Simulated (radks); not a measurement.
Spherical quantum dot in the effective-mass picture: electrons in a hard-walled sphere of radius 2.58, with a point charge +2 (a donor) at the centre, all in effective atomic units (hartree* = m*/eps^2 hartree, bohr* = eps/m* bohr), one dielectric constant everywhere. Calculated with a radial shooting solver with Libxc functionals: non-relativistic Kohn-Sham, r2SCAN, spin-polarised, spherical densities, generalised Kohn-Sham scheme. Levels are named by radial order and angular momentum (1s, 1p, 1d, 2s, ...), and open shells are averaged over m.

N = 21, configuration 1s2 1p6 1d10 2s2 1f(up 1, down 0). This is the lowest configuration that the search found. Occupied and some empty levels:

| level | occupation | eigenvalue (hartree*) | <r> (bohr*) |
|---|---|---|---|
| 1s up | 1 | 10.115 | 1.424 |
| 1s down | 1 | 10.129 | 1.413 |
| 1p up | 3 | 10.744 | 1.715 |
| 1p down | 3 | 10.768 | 1.711 |
| 1d up | 5 | 11.535 | 1.804 |
| 1d down | 5 | 11.564 | 1.802 |
| 2s up | 1 | 11.649 | 1.062 |
| 2s down | 1 | 11.662 | 1.070 |
| 1f up | 1 | 12.568 | 1.867 |
| 1f down | 0 | 12.601 | 1.867 |
| 1g up | 0 | 13.831 | 1.918 |
| 1g down | 0 | 13.866 | 1.918 |
| 2p up | 0 | 13.957 | 1.301 |
| 2p down | 0 | 13.967 | 1.303 |
| 2d up | 0 | 15.771 | 1.455 |
| 2d down | 0 | 15.785 | 1.455 |

Energy (hartree*): total 122.786, kinetic 48.946, external -30.949, Hartree 118.10, exchange-correlation -13.306.
